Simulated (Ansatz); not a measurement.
Start from `[NH2][W](=[O])(=[O])[Cl]` and change one atom or group to get `[O]=[W](=[O])([F])[Cl]`.

Ansatz, PBE0-D4/def2-TZVP geometries, multiplicity 1. Each molecule was computed in one conformer, which needn't be the lowest.

Elements past krypton have def2 core potentials.

```tsv
property	`[NH2][W](=[O])(=[O])[Cl]`
HOMO energy (ωB97M-V/def2-TZVPP) / eV	-11.21
LUMO energy (ωB97M-V/def2-TZVPP) / eV	0.08
HOMO–LUMO gap (PBE0/def2-TZVPP) / eV	6.95
LUMO energy (PBE/def2-TZVPP) / eV	-2.72
size of the dipole moment (B3LYP/def2-TZVPP) / D	4.10
HOMO energy (PBE/def2-TZVPP) / eV	-7.50
```

(1) Give the same properties after the change, and the shifts. (Best estimate.)

Answers

(1) Computed: 
```tsv
property	`[O]=[W](=[O])([F])[Cl]`	shift
HOMO energy (ωB97M-V/def2-TZVPP) / eV	-12.09	-0.88
LUMO energy (ωB97M-V/def2-TZVPP) / eV	-0.80	-0.88
HOMO–LUMO gap (PBE0/def2-TZVPP) / eV	6.81	-0.14
LUMO energy (PBE/def2-TZVPP) / eV	-3.65	-0.93
size of the dipole moment (B3LYP/def2-TZVPP) / D	1.90	-2.20
HOMO energy (PBE/def2-TZVPP) / eV	-8.10	-0.60
```

With PBE0 the HOMO falls by 0.80 eV and the LUMO falls by 0.94 eV, so the gap narrows by about 0.14 eV. PBE moves the HOMO by -0.60 eV and ωB97M-V by -0.88 eV. The zero-point energy changes by -61.5 kJ/mol with -6 modes. Dipoles are sizes alone; their direction can turn.

B3LYP here is the variant with VWN-RPA as its local correlation; programs differ in this.
